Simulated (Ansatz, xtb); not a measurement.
**Relaxing a trial structure of BH4N3**

The starting geometry of this gas-phase singlet has its atoms placed at random.

```xyz
8

B     1.9831    0.6285   -0.5219
N    -0.5681    0.9515   -0.2960
N    -0.0612    2.2069   -0.9870
N     0.9566   -0.0820    0.4476
H     0.8449    0.2040   -0.8875
H    -0.0404    0.4777    0.9161
H    -1.6508    0.9935   -0.3122
H     0.4028    1.4079   -1.0246
```

**Question.** One run relaxed it with r2SCAN-D4/def2-SVP. What is a likely outcome?

**Answer.** It loosens into BH2N + H2N2, which stay close as a complex. Distances that change by over a tenth: B1–N4 (1.58 → 1.36 Å), N2–N3 (1.52 → 1.23 Å), N2–H8 (1.30 → 1.91 Å), N3–H8 (0.92 → 1.12 Å), N4–H6 (1.24 → 1.05 Å). Contacts that open: B1–H5 (1.27 → 2.15 Å). Contacts that close: N4–H5 (1.37 → 1.02 Å).

The energy falls by 10.62 eV over 21 steps:

```csv
step,E − E(last) (eV)
1,10.615
3,2.779
5,0.855
8,0.380
10,0.184
12,0.100
14,0.018
17,0.001
19,0.000
21,0.000
```

Final geometry (Å):

```xyz
8

B     1.9228    0.8990   -0.5718
N    -1.0789    1.3002   -0.3424
N    -0.5004    2.2766   -0.8040
N     1.2388   -0.1633   -0.0624
H     1.5890   -1.0638    0.2490
H     0.2012   -0.0124    0.0120
H    -2.0992    1.4966   -0.2881
H     0.5936    2.0548   -0.8577
```

From the same start GFN2-xTB ends elsewhere, at `N=NBN`.

From so rough a start the end depends on the optimiser's path, so another program may land elsewhere. The end wasn't checked by frequencies. Run with Ansatz 0.2.0, 100 s on 1 thread of Intel(R) Xeon(R) Processor @ 2.50GHz (Skylake/Cascade Lake) (shared host).
